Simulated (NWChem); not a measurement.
The numbers come from NWChem runs, not from measurements. System: F2Ge, charge 0, spin multiplicity 1, at a geometry optimised with PBE0/def2-SVP. The structure started from a generated list of species. Level: EOM-CCSD/def2-SVPD, 11 core orbitals frozen.

Part of the output:

```
             Northwest Computational Chemistry Package (NWChem) 7.3.0
             --------------------------------------------------------

                                NWChem Input Module
                                -------------------

 Scaling coordinates for geometry "geometry" by  1.889725989
 (inverse scale =  0.529177249)

 Turning off AUTOSYM since
 SYMMETRY directive was detected!

                             Geometry "geometry" -> ""
                             -------------------------

 Output coordinates in angstroms (scale by  1.889725989 to convert to a.u.)

  No.       Tag          Charge          X              Y              Z
 ---- ---------------- ---------- -------------- -------------- --------------
    1 Ge                  32.0000     0.00000000     0.00000000    -0.41596400
    2 F                    9.0000     1.31051700     0.00000000     0.73949100
    3 F                    9.0000    -1.31051700     0.00000000     0.73949100

 Effective nuclear repulsion energy (a.u.)     190.8126954100

            Nuclear Dipole moment (a.u.)
            ----------------------------
        X                 Y               Z
 ---------------- ---------------- ----------------
     0.0000000000     0.0000000000    -0.0000188973

      Symmetry information
      --------------------

 Group name             C2v
 Group number             16
 Group order               4
 No. of unique centers     2

      Symmetry unique atoms

     1    2


 Summary of "ao basis" -> "" (spherical)
 ------------------------------------------------------------------------------
       Tag                 Description            Shells   Functions and Types
 ---------------- ------------------------------  ------  ---------------------
 *                         def2-svpd                  on all atoms

 Summary of "ao basis" -> "ao basis" (spherical)
 ------------------------------------------------------------------------------
       Tag                 Description            Shells   Functions and Types
 ---------------- ------------------------------  ------  ---------------------
 Ge                        def2-svpd                14       38   6s4p4d
 F                         def2-svpd                 9       23   4s3p2d

                                 NWChem SCF Module
                                 -----------------

  ao basis        = "ao basis"
  functions       =    84
  atoms           =     3
[...]
 Iteration  13 using   13 trial vectors
   0.0053190434302   0.2979358641139    8.10725     0.4     0.4

 Iteration  14 using   14 trial vectors
   0.0027487376723   0.2979771858170    8.10838     0.4     0.4

 Iteration  15 using   15 trial vectors
   0.0014607087827   0.2979524245036    8.10770     0.4     0.4

 Iteration  16 using   16 trial vectors
   0.0008024891984   0.2979502399284    8.10764     0.4     0.4

 Iteration  17 using   17 trial vectors
   0.0003959178686   0.2979546148669    8.10776     0.4     0.4

 Iteration  18 using   18 trial vectors
   0.0002115908206   0.2979523962991    8.10770     0.4     0.4

 Iteration  19 using   19 trial vectors
   0.0001130333280   0.2979536104636    8.10773     0.4     0.4

 Iteration  20 using   20 trial vectors
   0.0000565580273   0.2979529289249    8.10772     0.4     0.4

 Iteration  21 using   21 trial vectors
   0.0000317010286   0.2979530895633    8.10772     0.4     0.4

 Iteration  22 using   22 trial vectors
   0.0000172582516   0.2979530034332    8.10772     0.4     0.4

 Iteration  23 using   23 trial vectors
   0.0000081768343   0.2979530222909    8.10772     0.4     0.4
 --------------------------------------------------------------
 Iterations converged
 ------------------

 Excited state root  1
 Excitation energy / hartree =        0.297953022290857
                   / eV      =        8.107717708748634
 largest EOMCCSD amplitudes: R1 and R2

 Singles contributions
    28b1  (alpha) ---    21a1  (alpha)        0.1091018780
    28b1  (alpha) ---    25a1  (alpha)       -0.6992159723
    36b1  (alpha) ---    25a1  (alpha)       -0.1213608009
    26b2  (alpha) ---    23a2  (alpha)        0.5726900989

 Doubles contributions

 =========================================
 Excited-state calculation ( b2  symmetry)
 =========================================
 Dim. of EOMCC iter. space      500

 EOMCCSD SOLVER TYPE  1
  maxdiff =   0.45026080273327207

 No. of initial right vectors    1

 EOM-CCSD right-hand side iterations
 --------------------------------------------------------------
      Residuum       Omega / hartree  Omega / eV    Cpu    Wall
 --------------------------------------------------------------

 Iteration   1 using    1 trial vectors
   0.5364111565171   0.3075052642070    8.36765     0.5     0.5

 Iteration   2 using    2 trial vectors
   0.1471752669492   0.2234724179645    6.08100     0.4     0.4

 Iteration   3 using    3 trial vectors
   0.0791120939211   0.2124864369403    5.78205     0.4     0.4

 Iteration   4 using    4 trial vectors
   0.0438723649898   0.2084899896092    5.67330     0.4     0.4

 Iteration   5 using    5 trial vectors
   0.0197240958325   0.2069441300476    5.63124     0.4     0.4

 Iteration   6 using    6 trial vectors
   0.0102769772523   0.2065570310557    5.62071     0.4     0.4

 Iteration   7 using    7 trial vectors
   0.0066377483211   0.2064994896806    5.61914     0.4     0.4

 Iteration   8 using    8 trial vectors
   0.0041641431947   0.2064642165553    5.61818     0.4     0.4

 Iteration   9 using    9 trial vectors
   0.0021393406331   0.2064505359266    5.61781     0.4     0.4

 Iteration  10 using   10 trial vectors
   0.0008167213249   0.2064541490375    5.61791     0.4     0.4

 Iteration  11 using   11 trial vectors
   0.0003085095283   0.2064567701731    5.61798     0.4     0.4

 Iteration  12 using   12 trial vectors
   0.0001207771482   0.2064560613449    5.61796     0.4     0.4

 Iteration  13 using   13 trial vectors
   0.0000580805888   0.2064563012523    5.61796     0.4     0.4

 Iteration  14 using   14 trial vectors
   0.0000307585557   0.2064563946892    5.61797     0.4     0.4

 Iteration  15 using   15 trial vectors
   0.0000149419226   0.2064562414788    5.61796     0.4     0.4

 Iteration  16 using   16 trial vectors
   0.0000066247576   0.2064562049737    5.61796     0.4     0.4
 --------------------------------------------------------------
 Iterations converged
 ------------------

 Excited state root  1
 Excitation energy / hartree =        0.206456204973730
                   / eV      =        5.617961570842953
 largest EOMCCSD amplitudes: R1 and R2

 Singles contributions
    26b2  (alpha) ---    19a1  (alpha)       -0.1401589326
    26b2  (alpha) ---    21a1  (alpha)       -0.1171391405
    26b2  (alpha) ---    25a1  (alpha)        0.9027859503
    33b2  (alpha) ---    25a1  (alpha)        0.1161372225

 Doubles contributions

 Task  times  cpu:       48.5s     wall:       48.5s

 Total times  cpu:       48.5s     wall:       48.5s
```

**Question.** Write an NWChem input that would produce this output.

**Answer.** One answer among several that fit: 
```
start mol
memory heap 100 mb stack 700 mb global 1900 mb
geometry units angstroms nocenter noautoz
  Ge     0.000000     0.000000    -0.415964
  F      1.310517     0.000000     0.739491
  F     -1.310517     0.000000     0.739491
  symmetry group C2v
end
basis spherical
  * library def2-svpd
end
scf
  rhf
  nopen 0
  maxiter 100
  thresh 1e-7
  semidirect memsize 60000000 filesize 0
end
tce
  freeze core 11
  ccsd
  nroots 1
  2eorb
  2emet 13
  thresh 1e-5
  maxiter 200
  tilesize 24
end
task tce energy
```
